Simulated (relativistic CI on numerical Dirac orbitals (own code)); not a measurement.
Cu3+ (3d8) in a crystal field

Calculated by Dirac-Coulomb-Breit CI, separate exchange-only KLI orbitals for each configuration, model QED, valence Slater integrals scaled by 0.8, one configuration in a parametric crystal field (own radial code).

Field parameters in Wybourne normalisation: Td as Oh with Dq negative (B⁴₀ = 21Dq, B⁴₄ = √(5/14) B⁴₀). The field is a parameter set, without covalency.

S is read from ⟨S²⟩ = S(S + 1).

Site symmetry Td; labels are those of the double group. Computed levels in cm⁻¹ above the lowest, in rising order:

```
Δ (size of 10Dq)  Lowest   No. 2   No. 3    No. 4     No. 5     No. 6     No. 7     No. 8
            1800      A1  337 T1   760 E  1369 T2   2871 T2   2930 T1   3269 A2    3703 E
            3300      A1  449 T1  1140 E  1671 T2   4066 T2   4069 T1   4522 A2    4578 E
            4750      A1  503 T1  1351 E  1763 T2   5247 T1   5309 T2    5600 E   5759 A2
            6250      A1  536 T1  1478 E  1799 T2   6512 T1   6617 T2    6767 E   7061 A2
            7700      A1  555 T1  1551 E  1812 T2   7767 T1   7895 T2    7962 E   8339 A2
            9150      A1  567 T1  1597 E  1814 T2   9045 T1   9181 T2    9199 E   9634 A2
           10650      A1  575 T1  1626 E  1811 T2  10386 T1   10510 E  10518 T2  10989 A2
           12100      A1  580 T1  1644 E  1804 T2  11699 T1   11801 E  11810 T2  12311 A2
           13550      A1  583 T1  1654 E  1795 T2  13025 T1  13094 T2   13110 E  13645 A2
           15000      A1  584 T1  1660 E  1785 T2  14349 T2  14362 T1   14433 E  14989 A2
           16500      A1  585 T1  1662 E  1774 T2  15568 T2  15756 T1   15812 E  16388 A2
           17950      A1  585 T1  1662 E  1763 T2  16546 T2  17112 T1   17148 E  17748 A2
```

Ground-state S against |10Dq| in cm⁻¹: 1800: 1.00, 3300: 1.00, 4750: 1.00, 6250: 1.00, 7700: 1.00, 9150: 1.00, 10650: 1.00, 12100: 1.00, 13550: 1.00, 15000: 1.00, 16500: 1.00, 17950: 1.00.

No abrupt spin change occurs in this range.
